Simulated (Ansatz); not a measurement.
CH₄AlBF₂Si, SMILES `FB1C[Si]1(F)[AlH2]`, relaxed with RKS PBE0-D4/def2-TZVP in Ansatz from a PBE-D4/def2-SVP geometry. The force threshold is 0.005 eV/Å; the program also tests the step.

Charge 0, multiplicity 1.

Start:

```xyz
10

F     2.163    0.120   -2.285
B     1.146    0.138   -1.430
C    -0.243   -0.450   -1.415
Si    0.670   -0.315    0.419
F     1.425   -1.647    1.052
Al   -0.843    0.799    1.968
H    -1.082    0.190   -1.071
H    -0.600   -1.271   -2.067
H    -0.632    0.770    3.552
H    -2.003    1.665    1.277
```

```csv
step,energy (eV),largest force (eV/Å),largest move (Å)
1,-21677.6424,0.894,0.000
2,-21677.6843,0.582,0.021
3,-21677.6997,0.074,0.034
4,-21677.7011,0.055,0.021
5,-21677.7019,0.050,0.028
6,-21677.7026,0.043,0.027
7,-21677.7028,0.031,0.016
8,-21677.7029,0.011,0.009
9,-21677.7029,0.008,0.004
10,-21677.7029,0.003,0.002
```

End:

```xyz
10

F     2.115    0.225   -2.268
B     1.133    0.146   -1.397
C    -0.231   -0.490   -1.386
Si    0.629   -0.368    0.409
F     1.379   -1.661    1.014
Al   -0.824    0.816    1.958
H    -1.072    0.145   -1.089
H    -0.555   -1.299   -2.039
H    -0.635    0.774    3.529
H    -1.938    1.713    1.269
```

Hardware: 4 threads of an Arm Neoverse N1 on a shared host. Wall time 72 s, peak host memory 0.63 GiB.
